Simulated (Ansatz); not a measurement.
System: sum formula NbO2F, net charge 0, singlet state. SMILES: [O]=[Nb](=[O])[F]
Geometry from a B3LYP-D3(BJ)/def2-TZVP (Ansatz, a program for electronic structure) optimisation:
```xyz
4

Nb     0.0470    -0.0671    -0.1842
O     -1.3757    -0.9681     0.1561
O     -0.4337     1.5478    -0.5197
F      1.3944    -0.2099     1.1623
```

Wanted: vertical electron affinity (to the doublet state of charge -1; a negative value means that the extra electron is unbound and the number depends on the basis; each state is the SCF solution reached for its spin; for the singlet T1 is 0.030), in eV. Cores are frozen in the correlated levels unless marked. Open shells are spin-unrestricted. No spin-orbit coupling. Frozen are the shells of the preceding noble gas and the d and f shells that filled before the atom's block. In def2 rows, elements after Kr have scalar-relativistic effective core potentials. Anions need diffuse functions: def2-D sets add few. 

| level | program | vertical electron affinity (eV) |
|---|---|---|
| HF/def2-SVPD | Ansatz | 2.32 |
| HF/def2-QZVPPD | Ansatz | 2.26 |
| PBE/def2-TZVPD | Ansatz | 2.06 |
| BHLYP/def2-TZVPD | Ansatz | 2.38 |
| CAM-B3LYP/def2-TZVPD | Ansatz | 2.39 |
| wB97X/def2-TZVPD | Ansatz | 2.13 |
| B2PLYP/def2-TZVPD | Ansatz | 2.00 |
| MP2/def2-SVPD | Ansatz | 1.70 |
| CCSD/def2-SVPD | Ansatz | 2.18 |
